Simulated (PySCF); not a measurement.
# Radial density of Mg⁺ (magnesium, charge +1)

M06-2X, [Ne] 3s1, 2S determinant. Computed with PySCF 2.14 in def2-TZVP, with the non-relativistic Hamiltonian (point nucleus).

```json
{"r (bohr)": "0.00255", "4πr²ρ (e/bohr)": "0.08406", "4πr²(ρα − ρβ)": "0.0001"}
{"r (bohr)": "0.00430", "4πr²ρ (e/bohr)": "0.2291", "4πr²(ρα − ρβ)": "0.0004"}
{"r (bohr)": "0.00723", "4πr²ρ (e/bohr)": "0.6020", "4πr²(ρα − ρβ)": "0.0011"}
{"r (bohr)": "0.0122", "4πr²ρ (e/bohr)": "1.516", "4πr²(ρα − ρβ)": "0.0027"}
{"r (bohr)": "0.0204", "4πr²ρ (e/bohr)": "3.515", "4πr²(ρα − ρβ)": "0.0061"}
{"r (bohr)": "0.0344", "4πr²ρ (e/bohr)": "7.143", "4πr²(ρα − ρβ)": "0.0123"}
{"r (bohr)": "0.0578", "4πr²ρ (e/bohr)": "11.60", "4πr²(ρα − ρβ)": "0.0186"}
{"r (bohr)": "0.0973", "4πr²ρ (e/bohr)": "13.18", "4πr²(ρα − ρβ)": "0.0161"}
{"r (bohr)": "0.164", "4πr²ρ (e/bohr)": "9.378", "4πr²(ρα − ρβ)": "0.0046"}
{"r (bohr)": "0.275", "4πr²ρ (e/bohr)": "7.617", "4πr²(ρα − ρβ)": "0.0346"}
{"r (bohr)": "0.463", "4πr²ρ (e/bohr)": "10.97", "4πr²(ρα − ρβ)": "0.0885"}
{"r (bohr)": "0.779", "4πr²ρ (e/bohr)": "7.731", "4πr²(ρα − ρβ)": "0.0091"}
{"r (bohr)": "1.31", "4πr²ρ (e/bohr)": "1.725", "4πr²(ρα − ρβ)": "0.1007"}
{"r (bohr)": "2.20", "4πr²ρ (e/bohr)": "0.4742", "4πr²(ρα − ρβ)": "0.4051"}
{"r (bohr)": "3.71", "4πr²ρ (e/bohr)": "0.2175", "4πr²(ρα − ρβ)": "0.2174"}
{"r (bohr)": "6.23", "4πr²ρ (e/bohr)": "0.005787", "4πr²(ρα − ρβ)": "0.0058"}
```
